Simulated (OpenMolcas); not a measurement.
## C2H4AlFO (SMILES C=C[O][AlH][F]): the energy, rung by rung

C2H4AlFO has 9 atoms, charge 0, and is taken as a singlet. SMILES: `C=C[O][AlH][F]`. The shape is that of a PBE0-D4/def2-TZVP optimisation. This is one conformer, not always the lowest.

```xyz
9

C    -1.5620   -0.3601    1.1039
C    -0.7280   -0.3129    0.0755
O     0.4903    0.2565    0.1396
Al    1.8008    0.5193   -0.8848
F     3.0876    1.3016   -0.2350
H    -1.2977    0.0653    2.0641
H    -2.5277   -0.8322    0.9885
H    -0.9990   -0.7431   -0.8888
H     1.8243    0.0592   -2.3803
```

Each level gives the energy change with the C1–H6 bond stretched from 1.083 to 1.624 Å (eV). The values are calculated.

| level | kind | program | value (eV) | less CCSD(T)/def2-SVP |
| --- | --- | --- | --- | --- |
| SVWN5/def2-SVP (restricted) | LDA | OpenMolcas | 1.96 | -0.13 |
| BLYP/def2-SVP (restricted) | GGA | OpenMolcas | 1.92 | -0.17 |
| PBE/def2-SVP (restricted) | GGA | OpenMolcas | 1.97 | -0.12 |
| revPBE/def2-SVP (restricted) | GGA | OpenMolcas | 1.95 | -0.14 |
| r2SCAN/def2-SVP (restricted) | meta-GGA | OpenMolcas | 2.10 | +0.01 |
| BHLYP/def2-SVP (restricted) | global hybrid | OpenMolcas | 2.30 | +0.21 |
| MP2/def2-SVP (restricted) | perturbation theory | OpenMolcas | 2.23 | +0.14 |
| CCSD(T)/def2-SVP (restricted) | coupled cluster or CI | OpenMolcas | 2.09 | 0.00 |

CCSD(T)/def2-SVP (restricted) is the highest level here, not the true value. The first shape isn't each level's own minimum. The values span 1.92 to 2.30 eV.
